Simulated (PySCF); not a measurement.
**Induced dipoles and field energies**

C₇H₁₀Ge.
Structure used (PBE0-D3(BJ)/def2-SVP), in Å, numbered top down from 1:
```xyz
18
C7H10Ge angstrom
C      4.4434   -0.3563    0.0989
C      3.3211    0.3777    0.1741
C      2.0082   -0.1581    0.1726
C      0.8663   -0.5907    0.1737
C     -0.4451   -1.1300    0.1735
C     -1.5809   -0.3959    0.2512
C     -1.5768    1.0965    0.3442
Ge    -3.3011   -1.3100    0.2422
H      4.4031   -1.4462    0.0302
H      5.4261    0.1206    0.1048
H      3.3978    1.4699    0.2420
H     -0.5098   -2.2227    0.1045
H     -2.1124    1.5441   -0.5102
H     -0.5548    1.5027    0.3628
H     -2.1030    1.4368    1.2520
H     -3.0751   -2.8246    0.1044
H     -4.1617   -0.7997   -0.9303
H     -4.0617   -1.0121    1.5493
```

Level: CAM-B3LYP/def2-SVPD (PySCF); nuclei fixed, core orbitals frozen in the response. Permanent dipole (0.248, 0.537, 0.023) D (1 au = 2.5417 D). Static polarisability (au):

```
x   226.89   4.61  -3.57
y     4.61 103.08   1.33
z    -3.57   1.33  79.90
```

Only the terms in μ and α are kept: μ(F) = μ + αF and ΔE = −μ·F − ½ F·αF.

(1) What do fields of 0.103 V/Å (0.002 au) along the six axis directions do?

(2) For the field (-0.0016, 0.0012, -0.0010) au, what is the induced dipole, and what angle does it make with the field?

(3) Which field along μ doubles the dipole in that direction (linear response)?

(4) What field makes μF equal to kT at 298 K?

(5) Induction energy −ᾱe²/2R⁴ of a unit charge at 8 Å, the molecule taken as a point?

Answers

(1) 
```json
{"field along": "+x", "induced x (D)": "1.153", "induced y (D)": "0.023", "induced z (D)": "-0.018", "total size (D)": "1.509", "−μ·F (kJ/mol)": "-0.512", "−½F·αF (kJ/mol)": "-1.191"}
{"field along": "−x", "induced x (D)": "-1.153", "induced y (D)": "-0.023", "induced z (D)": "0.018", "total size (D)": "1.042", "−μ·F (kJ/mol)": "+0.512", "−½F·αF (kJ/mol)": "-1.191"}
{"field along": "+y", "induced x (D)": "0.023", "induced y (D)": "0.524", "induced z (D)": "0.007", "total size (D)": "1.096", "−μ·F (kJ/mol)": "-1.109", "−½F·αF (kJ/mol)": "-0.541"}
{"field along": "−y", "induced x (D)": "-0.023", "induced y (D)": "-0.524", "induced z (D)": "-0.007", "total size (D)": "0.226", "−μ·F (kJ/mol)": "+1.109", "−½F·αF (kJ/mol)": "-0.541"}
{"field along": "+z", "induced x (D)": "-0.018", "induced y (D)": "0.007", "induced z (D)": "0.406", "total size (D)": "0.730", "−μ·F (kJ/mol)": "-0.048", "−½F·αF (kJ/mol)": "-0.420"}
{"field along": "−z", "induced x (D)": "0.018", "induced y (D)": "-0.007", "induced z (D)": "-0.406", "total size (D)": "0.706", "−μ·F (kJ/mol)": "+0.048", "−½F·αF (kJ/mol)": "-0.420"}
```

(2) αF = (-0.900, 0.292, -0.185) D, at 23.6° to the field. The polarisability along this direction, F·αF/F², is 155.37 au, against a mean of 136.62 au.

(3) The polarisability along the dipole is 128.26 au, so F = 0.2329 au / 128.26 au = 0.0018 au = 0.09 V/Å; higher-order terms are ignored.

(4) kT = 0.9437 × 10⁻³ Eh, so F = 0.00405 au = 20.8 MV/cm.

(5) R = 15.12 bohr, so the energy is −136.6/(2 × 15.12⁴) Eh = -3.43 kJ/mol. The charge–dipole term at its most favourable orientation, −μe/R², is -2.68 kJ/mol.

Isolated species at its PBE0-D3(BJ)/def2-SVP geometry, gas phase. The calculation is non-relativistic, for germanium too.

The run behind these numbers computed excited states and ΔSCF ions as well. On one thread of an Arm Neoverse V1, shared host, this took 3.1 min wall.
